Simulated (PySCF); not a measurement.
## Spin–spin couplings to the heavy atom in `[InH2][CH]1CC1`, C3H7In

Geometry (Å), atoms numbered from 1 in this order:
```xyz
11

In    1.9613    0.2954    0.4130
C    -0.1693    0.5180    0.3068
C    -0.9262    0.0922   -0.9341
C    -1.0725   -0.6983    0.3201
H     2.6331   -1.0894   -0.4000
H     2.9803    1.4178    1.2557
H    -0.5855    1.3962    0.8119
H    -1.7682    0.7147   -1.2520
H    -0.3766   -0.3560   -1.7685
H    -0.6247   -1.6968    0.3599
H    -2.0149   -0.6213    0.8710
```

Level of theory for the indirect couplings: PBE0/pcJ-1 (dyall-v2z on In), isolated molecule, Gaussian nuclear model, structure from PBE0-D3(BJ)/def2-SVP (PySCF integrals, density fitting).

Non-relativistic values:
```json
{"coupling": "1J(115In,13C)", "atoms": "In1 – C2", "J (Hz)": "393.8"}
{"coupling": "1J(115In,1H)", "atoms": "In1 – H5/H6", "J (Hz)": "970.0"}
{"coupling": "2J(115In,13C)", "atoms": "In1 – C3/C4", "J (Hz)": "-10.0"}
{"coupling": "2J(115In,1H)", "atoms": "In1 – H7", "J (Hz)": "8.5"}
{"coupling": "3J(115In,1H)", "atoms": "In1 – H8/H11", "J (Hz)": "26.1"}
{"coupling": "3J(115In,1H)", "atoms": "In1 – H9/H10", "J (Hz)": "39.1"}
```

Task: What do two-component X2C with spin–orbit coupling give?

Result: 
```tsv
coupling	atoms	with spin–orbit (Hz)
1J(115In,13C)	In1 – C2	468.5
1J(115In,1H)	In1 – H5/H6	1259.2
2J(115In,13C)	In1 – C3/C4	-12.8
2J(115In,1H)	In1 – H7	21.3
3J(115In,1H)	In1 – H8/H11	34.4
3J(115In,1H)	In1 – H9/H10	54.0
```

The largest listed coupling, 1J(115In,1H), ends at 1.30 times its non-relativistic value. Equivalent partners are averaged, as under fast rotation. Couplings to strongly quadrupolar nuclei (115In) are seldom resolved in solution.
